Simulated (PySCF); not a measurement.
Compound: C₇H₁₁N.
SMILES with atom numbers: `[H]/[N:4]=[CH:3]/[C:2](=[CH2:1])/[CH:5]=[CH:6]/[CH2:7][CH3:8]` (hydrogens: H9, H10 on C1; H11 on C3; H12 on N4; H13 on C5; H14 on C6; H15, H16 on C7; H17, H18, H19 on C8)

Method: TDDFT PBE0/def2-SVPD, vertical, gas phase, core orbitals frozen in the response (PySCF). Isolated species at its GFN2-xTB geometry (one conformer only). Torsions of this conformer, `[H]/[N:4]=[CH:3]/[C:2](=[CH2:1])/[CH:5]=[CH:6]/[CH2:7][CH3:8]`: C1–C2–C3–N4 -21°, C1–C2–C5–C6 167°, C5–C6–C7–C8 -118°.

Frontier orbitals with the atoms that hold most of them (Löwdin shares over 4%, at most four atoms; ? is withheld):

```
orbital  ε (eV)                           atoms
 HOMO-3   -9.60  C7 17%, C6 16%, C5 12%, C8 11%
 HOMO-2   -8.53  N4 23%, C5 19%, C2 14%, C3 13%
 HOMO-1   -7.53                               ?
   HOMO       ?  C1 24%, C6 20%, C5 16%, C2 16%
   LUMO   -1.41                               ?
 LUMO+1   -0.05  C5 22%, C6 19%, N4 14%, C3 14%
 LUMO+2    0.83  C8 16%, C3 10%, C6 10%, H11 9%
```

(1) Which atoms hold the HOMO-1, and with what shares?

(2) Which atoms hold the LUMO, and with what shares?

(3) What is the HOMO energy, and the HOMO–LUMO gap?

Results:

(1) N4 (bonded to C and H) 59%; C3 (bonded to C, N and H) 15%; H12 (bonded to N) 7%; H11 (bonded to C) 7%. By element: nitrogen 59%, carbon 15% or more, hydrogen 14% or more.

(2) C1 (bonded to C and 2 H) 26%; N4 (bonded to C and H) 17%; C3 (bonded to C, N and H) 16%; C2 (bonded to 3 C) 16%. By element: carbon 58% or more, nitrogen 17%.

(3) ε(HOMO) = -6.59 eV; the gap is 5.18 eV (0.1903 hartree).

Q: The HOMO–LUMO gap is 5.18 eV. Where does the response calculation put the lowest singlet, and from which orbitals?

A: S1 is at 4.36 eV (f = 0.018), 0.82 eV below the gap, made of HOMO-1→LUMO (73%), HOMO→LUMO (20%). Its leading pair isn't HOMO and LUMO; the energies of that pair differ by 6.11 eV. 

Q: Give energy, strength and leading configuration of S1, S3, S4 and S5, and follow the Löwdin shares of the leading atoms from the occupied to the empty orbital.

A: 
- S1 (4.36 eV, f 0.018), HOMO-1→LUMO (73%): N4 59% → 17%, C3 15% → 16%, C1 at most 7% → 26%
- S3 (5.77 eV, f 0.386), HOMO→LUMO+1 (80%): C1 24% → at most 14%, C6 20% → 19%, C5 16% → 22%
- S4 (6.16 eV, f 0.075), HOMO-1→LUMO+1 (85%): N4 59% → 14%, C3 15% → 14%, C5 at most 7% → 22%, C6 at most 7% → 19%
- S5 (6.25 eV, f 0.177), HOMO-2→LUMO (89%): N4 23% → 17%, C5 19% → at most 16%, C1 at most 13% → 26%

Löwdin shares depend on the basis, the more so with diffuse functions.
